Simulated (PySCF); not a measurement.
Trends in electronic spectra. Theory: TDDFT CAM-B3LYP/def2-SVPD, vertical, gas phase, core orbitals frozen in the response (PySCF 2.14.0, density-fitted response routines). Geometries: GFN2-xTB; one conformer of each isolated species. Triplets are in the Tamm–Dancoff approximation. 'Strongest' means the level of largest summed f among the lowest 8 singlets; it needn't be the same kind of state in each.

Question: Rank by computed lowest triplet energy, lowest first.
A. `C#C/C=N/[SiH2]OC`
B. `N#CC#C[SiH2][C@H]([SiH3])C#N`
C. `C/C=C(\C#N)O[SiH3]`
D. `N#C[C@@H]1C[C@H]1[SiH2]O`
E. `[H]/N=C\CO[SiH2]C#C`
F. `C[C@@](F)([SiH3])C(=S)CF`

Answer: F (1.99 eV), A (3.16 eV), C (3.53 eV), B (4.01 eV), E (4.54 eV), D (6.21 eV).

```json
{"SMILES": "C[C@@](F)([SiH3])C(=S)CF", "T1 (eV)": "1.99", "f (strongest)": "0.22", "HOMO (eV)": "-8.20", "S1 (eV)": "2.44", "first f ≥ 0.01 (nm)": "253", "strongest (eV)": "4.90", "S1 mainly": "H→L (98%)"}
{"SMILES": "C#C/C=N/[SiH2]OC", "T1 (eV)": "3.16", "f (strongest)": "0.30", "HOMO (eV)": "-8.83", "S1 (eV)": "3.72", "first f ≥ 0.01 (nm)": "219", "strongest (eV)": "5.66", "S1 mainly": "H→L (94%)"}
{"SMILES": "C/C=C(\\C#N)O[SiH3]", "T1 (eV)": "3.53", "f (strongest)": "0.28", "HOMO (eV)": "-8.67", "S1 (eV)": "5.89", "first f ≥ 0.01 (nm)": "211", "strongest (eV)": "5.89", "S1 mainly": "H→L (96%)"}
{"SMILES": "N#CC#C[SiH2][C@H]([SiH3])C#N", "T1 (eV)": "4.01", "f (strongest)": "0.12", "HOMO (eV)": "-10.13", "S1 (eV)": "4.90", "first f ≥ 0.01 (nm)": "181", "strongest (eV)": "6.84", "S1 mainly": "H-1→L (60%)"}
{"SMILES": "[H]/N=C\\CO[SiH2]C#C", "T1 (eV)": "4.54", "f (strongest)": "0.03", "HOMO (eV)": "-8.94", "S1 (eV)": "5.38", "first f ≥ 0.01 (nm)": "176", "strongest (eV)": "7.68", "S1 mainly": "H→L+2 (70%)"}
{"SMILES": "N#C[C@@H]1C[C@H]1[SiH2]O", "T1 (eV)": "6.21", "f (strongest)": "0.08", "HOMO (eV)": "-9.67", "S1 (eV)": "7.23", "first f ≥ 0.01 (nm)": "164", "strongest (eV)": "7.54", "S1 mainly": "H→L (28%)"}
```

H and L stand for HOMO and LUMO.

- `C[C@@](F)([SiH3])C(=S)CF`: S1 has the pattern of n→π* at C=S.
- `C#C/C=N/[SiH2]OC`: Löwdin shares by element: HOMO nitrogen 57%, carbon 13% or more, silicon 10%, hydrogen 5% or more; LUMO carbon 57% or more, nitrogen 27% (atoms not listed hold the other 16%).
- `C/C=C(\C#N)O[SiH3]`: Löwdin shares by element: HOMO carbon 50% or more, oxygen 19%, nitrogen 8% (atoms not listed hold the other 22%); LUMO carbon 63% or more, nitrogen 18% (atoms not listed hold the other 20%).
- `N#CC#C[SiH2][C@H]([SiH3])C#N`: Löwdin shares by element: HOMO carbon 44% or more, nitrogen 13% or more (atoms not listed hold the other 42%); LUMO carbon 59% or more, nitrogen 18% or more (atoms not listed hold the other 24%).
- `[H]/N=C\CO[SiH2]C#C`: Löwdin shares by element: HOMO nitrogen 60%, carbon 23% or more, hydrogen 8% or more; LUMO carbon 42% or more, silicon 26%, hydrogen 7% or more (atoms not listed hold the other 25%).
- `N#C[C@@H]1C[C@H]1[SiH2]O`: Löwdin shares by element: HOMO carbon 48% or more, nitrogen 25% (atoms not listed hold the other 27%); LUMO oxygen 32%, silicon 23%, hydrogen 21% or more (atoms not listed hold the other 24%).
